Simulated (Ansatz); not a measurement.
Geometry optimisation, RKS PBE0-D4/def2-SVP (Ansatz 0.2.0).

input.yaml

```yaml
crystal:
  periodic: [false, false, false]
  atoms:
    - { symbol: B, position_ang: [0.0, 0.0, 0.0] }
    - { symbol: F, position_ang: [0.0, 0.0, 1.32] }
    - { symbol: C, position_ang: [1.3856, 0.0, -0.8] }
    - { symbol: H, position_ang: [1.7152, -1.0462, -0.9702] }
    - { symbol: H, position_ang: [1.2491, 0.508, -1.7774] }
    - { symbol: H, position_ang: [2.1552, 0.5381, -0.2082] }
    - { symbol: Cl, position_ang: [-1.6108, 0.0, -0.93] }
basis:
  gaussian: { orbitals: def2-SVP }
hamiltonian:
  xc: pbe0
  dispersion: d4
relax:
  f_tol: 0.02
  max_steps: 40
output:
  orbitals: {}
```

Launched with:

```bash
$ ansatz run input.yaml --threads 1 --pin off --max-ram 2048MiB --backend cpu --events-out ev --progress --plain --runs-dir out
```

Question: Where does it end, and by what steps?

Answer: The run converged. After 6 steps the energy has fallen by 0.156 eV; Cl7 moved furthest, 0.10 Å.

```tsv
step	energy less start (eV)	largest force component (eV/Å)	accepted
0	0.0000	1.502	yes
1	-0.1268	0.785	yes
2	-0.1225	0.858	no
3	-0.1528	0.162	yes
4	-0.1459	0.662	no
5	-0.1555	0.041	yes
6	-0.1558	0.017	yes
```

```xyz
7
Properties=species:S:1:pos:R:3
B 0.005 0.013 -0.034
F -0.035 -0.008 1.285
C 1.361 0.030 -0.799
H 1.671 -1.018 -0.961
H 1.291 0.500 -1.789
H 2.154 0.511 -0.209
Cl -1.552 -0.028 -0.860
```

Whether the end is a true minimum wasn't checked by a vibrational analysis.

Run time: 15 s on 1 thread of Intel(R) Xeon(R) 6975P-C (Granite Rapids), on a shared host, peak memory 0.16 GiB.
